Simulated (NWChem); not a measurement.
System: SnH₄; SMILES [SnH4]

Here is an NWChem input.

```
start job
memory heap 200 mb stack 900 mb global 1100 mb
geometry units angstroms noautoz
  Sn    -0.000003    -0.000031     0.000014
  H      1.110741    -0.000005     1.302225
  H      0.803831    -0.472118    -1.435429
  H     -0.646087     1.572423    -0.198790
  H     -1.268377    -1.100296     0.331973
end
basis spherical
  * library def2-tzvp
end
ecp
  Sn library def2-ecp
end
dft
  xc pbe0
  iterations 150
  mulliken
end
task dft energy
```

Structure relaxed at the PBE0/def2-SVP level. def2 effective core potentials on Sn; no spin-orbit coupling.

**Question.** Predict the main results of this run. (PBE0/def2-TZVP with def2 effective core potentials on Sn.) Quantities: basis functions; energy (Ha); highest occupied level (eV); orbital gap (eV).

**Answer.** The number of basis functions comes out as 74 and the energy (Ha) is -216.66. The highest occupied level (eV) is -9.15 and the orbital gap (eV) comes out as 9.77.
